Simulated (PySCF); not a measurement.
**Spinor energies of Sr¹⁸⁺ (strontium, charge +18)**

Start: [Ar] 3d2; 3d3/2 filled at m_j = +1/2, +3/2. Calculated with PySCF 2.14 in an uncontracted even-tempered set (17 s from 1.9 bohr⁻², ratio 2.8; 12 p from 2.4 bohr⁻², ratio 2.8; 8 d from 2.4 bohr⁻², ratio 2.8; 4 f from 7.7 bohr⁻², ratio 3): generalised Hartree-Fock with the X2C-1e Hamiltonian and a Gaussian nucleus; one run each with spin-orbit coupling (SO) switched off, then screened by Boettger's factors.

```csv
spinor shell,electrons,"ε, spin-free (eV)","ε, screened SO (eV)",weight of nominal j (screened SO),"rms radius, screened SO (bohr)"
1s1/2,2,-16848.5,-16847.7,1.000,0.0451
2s1/2,2,-2906.7,-2906.3,1.000,0.185
2p1/2,2,-2650.7,-2700.4,0.998,0.162
3s1/2,2,-922.44,-922.34,1.000,0.479
3p1/2,2,-832.80,-847.62,0.915,0.472
3p3/2,4,-832.80,-825.54,0.957,0.481
3d3/2,2,-722.36,-723.16,0.904,0.438
```

**Question.** Where does 2p3/2 lie, and what is the 2p spin-orbit splitting (screened SO)?

**Answer.** At -2626.6 eV, 73.828 eV above 2p1/2.

```csv
quantity,spin-free,screened SO
E (hartree),-3003.72526,-3004.05592
M_J,2,2
⟨J²⟩,8.002,6.596
⟨L²⟩,12.001,11.514
⟨S²⟩,2.000,1.840
```

The determinant has a definite M_J but mixes levels of different J.

Each row is a mean over spinors that exchange with the open shell spreads, by up to 12.619 eV (3p1/2).

Breit and QED terms are absent; they matter most for the inner s and p1/2 levels.

Densities and radii are taken from the X2C orbitals without a picture-change correction, which distorts them close to the nucleus.

Without spin-orbit coupling the j labels of p, d and f shells carry no meaning; the spin-free column gives the mean over the occupied spinors of each nl shell, and its ⟨J²⟩ belongs to a mixture of degenerate components.
